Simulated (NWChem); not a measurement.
System meant: CF3, doublet; SMILES F[C](F)F

Here is an NWChem input.

```
start job
memory heap 200 mb stack 900 mb global 1100 mb
geometry units angstroms noautoz
  F     -0.324352     1.207697    -0.072238
  C      0.000000     0.000000     0.319767
  F     -0.883721    -0.884745    -0.072238
  F      1.208072    -0.322952    -0.072238
end
basis spherical
  * library def2-svp
end
dft
  odft
  mult 3
  xc pbe0
  iterations 150
  mulliken
end
task dft energy
```

End of the output:

```
 Summary of "ao basis" -> "" (spherical)
 ------------------------------------------------------------------------------
       Tag                 Description            Shells   Functions and Types
 ---------------- ------------------------------  ------  ---------------------
 *                          def2-svp                  on all atoms

                                 NWChem DFT Module
                                 -----------------

 Summary of "ao basis" -> "ao basis" (spherical)
 ------------------------------------------------------------------------------
       Tag                 Description            Shells   Functions and Types
 ---------------- ------------------------------  ------  ---------------------
 F                          def2-svp                 6       14   3s2p1d
 C                          def2-svp                 6       14   3s2p1d

 Summary of "ao basis" -> "ao basis" (spherical)
 ------------------------------------------------------------------------------
       Tag                 Description            Shells   Functions and Types
 ---------------- ------------------------------  ------  ---------------------
 F                          def2-svp                 6       14   3s2p1d
 C                          def2-svp                 6       14   3s2p1d

      Symmetry analysis of basis
      --------------------------

        a          20
        e+         18
        e-         18

  Rotation of axis
  number of electrons :                   33
  multiplicity        :                    3
 ------------------------------------------------------------------------
  no. of electrons and multiplicity not compatible                  33
 ------------------------------------------------------------------------
 ------------------------------------------------------------------------
  current input line :
    19: task dft energy
 ------------------------------------------------------------------------
 ------------------------------------------------------------------------
 There is an error in the input file
 ------------------------------------------------------------------------
 For more information see the NWChem manual at https://nwchemgit.github.io

0: no. of electrons and multiplicity not compatible:Received an Error in Communication
```

Q: Find the fault in this run and fix the input.

A: The input was rejected before any calculation. Cause: the multiplicity doesn't fit the number of electrons (an even count wants an odd multiplicity, and the reverse). This input runs:
```
start job
memory heap 200 mb stack 900 mb global 1100 mb
geometry units angstroms noautoz
  F     -0.324352     1.207697    -0.072238
  C      0.000000     0.000000     0.319767
  F     -0.883721    -0.884745    -0.072238
  F      1.208072    -0.322952    -0.072238
end
basis spherical
  F library def2-svp
  C library def2-svp
end
dft
  odft
  mult 2
  xc pbe0
  iterations 150
  mulliken
end
task dft energy
```
It converges to -336.98207 Ha (PBE0/def2-SVP, spin-unrestricted).
